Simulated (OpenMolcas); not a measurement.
# The standard entropy of AlGeNH4O (SMILES [NH2][GeH]1[O][AlH]1) from a frequency calculation

A singlet with charge 0, relaxed at HF/6-31G* (Cartesian functions) (OpenMolcas 26.06):

```xyz
8

N    -1.0005    1.3424    0.5135
Ge    0.2445    0.0153    0.6070
O     1.1593   -0.3508   -0.9733
Al    0.4305   -1.8673   -0.7689
H    -0.6641    2.2804    0.6013
H    -1.6865    1.2871   -0.2106
H     1.2335    0.4850    1.6887
H     0.3756   -3.2491   -1.5134
```

Harmonic wavenumbers in cm⁻¹: 160, 214, 275, 392, 431, 463, 528, 659, 667, 732, 793, 926, 996, 1756, 2072, 2214, 3767, 3871.

Masses in u: N 14.007, Ge 72.63, O 15.999, Al 26.982, H 1.008. Take T = 298.15 K, p = 1 bar, R = 8.3145 J/(mol K), kT/hc = 207.22 cm⁻¹, rigid rotor and harmonic oscillator.

Q: Compute the standard molar entropy.

A: 
1. Translation (Sackur–Tetrode): S = R[3/2 ln M + 5/2 ln T − 1.1517] with M = 133.65 gives 169.9 J/(mol K).
2. Rotation: principal moments 49.337, 211.614, 212.578 u Å² give A, B, C = 0.3417, 0.0797, 0.0793 cm⁻¹; the symmetry number is σ = 1; q = (√π/σ)√((kT/hc)³/ABC) = 113772; S = R(ln q + 3/2) = 109.3.
3. Vibration: with u = ν̃/207.22, each mode gives R[u/(eᵘ − 1) − ln(1 − e⁻ᵘ)]; the sum is 44.9, most from 160 cm⁻¹ (10.7), 214 cm⁻¹ (8.4), 275 cm⁻¹ (6.5).
4. Spin and the two mirror images of this shape: R ln 2 = 5.8.
5. Sum: 169.9 + 109.3 + 44.9 + 5.8 = 329.9 J/(mol K).

No measured value is set beside it here. Where a soft mode is a torsion, a harmonic oscillator describes it poorly. One conformer is counted; others would raise S. Unscaled Hartree–Fock wavenumbers run high.
